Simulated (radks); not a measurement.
The mercury ion Hg2+, configuration [Xe] 4f14 5d8 6p2 (not the ground configuration). Calculated with a radial shooting solver on a logarithmic mesh with Libxc functionals: scalar-relativistic Kohn-Sham, LDA (Slater exchange, Perdew-Wang correlation), spin-unpolarised, spherical densities, point nucleus.

Unscreened Slater integrals over Kohn-Sham orbitals (hartree). Empty in this configuration: 6s.

integral,value
"F0(6p,6p)",0.32359
"F2(6p,6p)",0.17736
"F0(6p,5d)",0.39408
"F2(6p,5d)",0.13155
"G1(6p,5d)",0.055123
"G3(6p,5d)",0.046424
"F0(6p,5p)",0.40720
"F2(6p,5p)",0.098928
"G0(6p,5p)",0.017588
"G2(6p,5p)",0.023850
"F0(6p,4f)",0.42796
"F2(6p,4f)",0.045734
"G2(6p,4f)",0.010649
"G4(6p,4f)",0.0099785
"F0(6p,6s)",0.35517
"G1(6p,6s)",0.22104
"F0(5d,5d)",0.66094
"F2(5d,5d)",0.34546
"F4(5d,5d)",0.23020
"F0(5d,5p)",0.74407
"F2(5d,5p)",0.37317
"G1(5d,5p)",0.45221
"G3(5d,5p)",0.28100
"F0(5d,4f)",0.85216
"F2(5d,4f)",0.20444
"F4(5d,4f)",0.095879
"G1(5d,4f)",0.064356
"G3(5d,4f)",0.062274
"G5(5d,4f)",0.050313
"F0(5d,6s)",0.47327
"G2(5d,6s)",0.10732
"F0(5p,5p)",0.87535
"F2(5p,5p)",0.47207
"F0(5p,4f)",1.0790
"F2(5p,4f)",0.33547
"G2(5p,4f)",0.12341
"G4(5p,4f)",0.10588
"F0(5p,6s)",0.49588
"G1(5p,6s)",0.040135
"F0(4f,4f)",1.8951
"F2(4f,4f)",0.94554
"F4(4f,4f)",0.60305
"F6(4f,4f)",0.43677
"F0(4f,6s)",0.52924
"G3(4f,6s)",0.016201
"F0(6s,6s)",0.40377

Derived for the open shells (J is the average intra-shell exchange parameter used in DFT+U). 5d: Racah B = F2/49 - 5 F4/441 = 0.004440 hartree, C = 35 F4/441 = 0.01827 hartree, C/B = 4.11, F4/F2 = 0.666, J = (F2 + F4)/14 = 0.04112 hartree. 6p: J = F2/5 = 0.03547 hartree.
